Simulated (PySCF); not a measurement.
C2H5O, SMILES CC[O-], charge -1. Heavy atoms are numbered as in [CH3:1][CH2:2][O-:3]. Hydrogens are named by the atom that carries them.

Geometry optimised at PBE0-D3(BJ)/def2-SVPD.

Level of theory: HF/pcSseg-2 (PySCF).

GIAO shieldings, no solvent; atoms alike by connectivity are averaged. δ = σ(ref) − σ: ¹³C against TMS (σ = 193.3 ppm); ¹⁷O against H2O (σ = 326.0 ppm); ¹H against TMS (σ = 31.98 ppm), references at their B3LYP-D3(BJ)/def2-TZVP geometries, non-relativistic.

Computed chemical shifts:
```tsv
nucleus	atoms	count	δ (ppm)
¹³C	C2 (CH2)	1	73.7
¹³C	C1 (CH3)	1	36.8
¹⁷O	O3	1	64.7
¹H	H on C2	2	4.42
¹H	H on C1	3	0.92
```
